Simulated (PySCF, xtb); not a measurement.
B(Cl)(OH)(SiH3) (BClH4OSi), SMILES B(Cl)([SiH3])O. Atoms are numbered in the order given.

```xyz
8

B     -0.4269    -0.1434     0.0000
Cl     0.7102    -1.5278     0.0000
O     -1.7495    -0.3799     0.0000
H     -1.9798    -1.3223     0.0000
Si     0.3177     1.7422     0.0000
H     -0.7606     2.7742     0.0000
H      1.1752     1.9425     1.2073
H      1.1752     1.9425    -1.2073
```

Geometry optimised at B3LYP-D3(BJ)/def2-SVP. One conformer was computed; it need not be the lowest.

Method: C-PCM-ωB97X/def2-SVP run with PySCF.

The values are the electrostatic part of the solvation free energy, E(continuum) − E(gas) at the gas-phase geometry, in a cavity of scaled van der Waals radii (PySCF's table); cavitation and dispersion terms are not included. In vacuum the orbital gap is 12.04 eV. The dipole moment in vacuum is 1.64 D.

Q: Estimate the values in water (ε = 78.36), 1-octanol (ε = 9.86), n-hexane (ε = 1.88). (An estimate is asked for; the answer gives what the named calculation found.)

A: 
| solvent | ε | ΔG(elec) (kcal/mol) | dipole (D) | gap (eV) |
|---|---|---|---|---|
| water | 78.36 | -3.8 | 2.03 | 12.10 |
| 1-octanol | 9.86 | -3.5 | 1.99 | 12.10 |
| n-hexane | 1.88 | -1.7 | 1.81 | 12.07 |

For comparison, GFN2-xTB/ALPB(water) (xtb, at the GFN2-xTB geometry, all terms of that model) gives -4.9 kcal/mol.
